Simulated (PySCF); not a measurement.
Species: CuBr (singlet state).
Structure used (PBE0-D3(BJ)/def2-SVP), in Å, numbered top down from 1:
```xyz
2
CuBr angstrom
Cu     1.1031   -0.0043    0.0010
Br    -1.1028    0.0083   -0.0141
```

Method used: EOM-IP-CCSD/aug-cc-pVDZ in PySCF, restricted Hartree–Fock reference, frozen core, non-relativistic, gas phase, PBE0-D3(BJ)/def2-SVP geometry.

Hartree–Fock orbital energies give these Koopmans values (eV): HOMO/HOMO-1 9.90, HOMO-2 10.68, HOMO-3/HOMO-4 14.81, HOMO-5 14.91.

What vertical ionisation energies does EOM-IP-CCSD give?

```tsv
leading hole (HF orbital)	Koopmans (eV)	EOM-IP-CCSD (eV)	change (eV)	one-hole share
HOMO/HOMO-1	9.90	9.41	-0.49	0.96
HOMO-2	10.68	10.12	-0.56	0.96
HOMO-3/HOMO-4	14.81	11.45	-3.36	0.95
HOMO-5	14.91	12.18	-2.73	0.94
```

Does the order of the lines follow the orbital energies?

Yes, no two lines change places. The corrections run from -3.36 to -0.49 eV, with a mean of -1.79 eV over the 4 lines; no line lies above its Koopmans value. Koopmans values leave out both the relaxation of the orbitals and the change in correlation energy.

At what kinetic energies would He II light (40.81 eV) eject these electrons?

31.40 eV (HOMO/HOMO-1), 30.69 eV (HOMO-2), 29.36 eV (HOMO-3/HOMO-4), 28.63 eV (HOMO-5).

What total energy has the lowest final state, and which wavelength reaches it?

E(CCSD) + ionisation energy = -4212.16741 + 0.34569 = -4211.82172 Eh, at the geometry of the initial state. The threshold wavelength is 1239.84 eV nm/9.41 eV = 131.8 nm.

One root was sought for each valence orbital with −ε under 21 eV, eight at most, so deeper holes and satellites are missing; no vibrational structure.
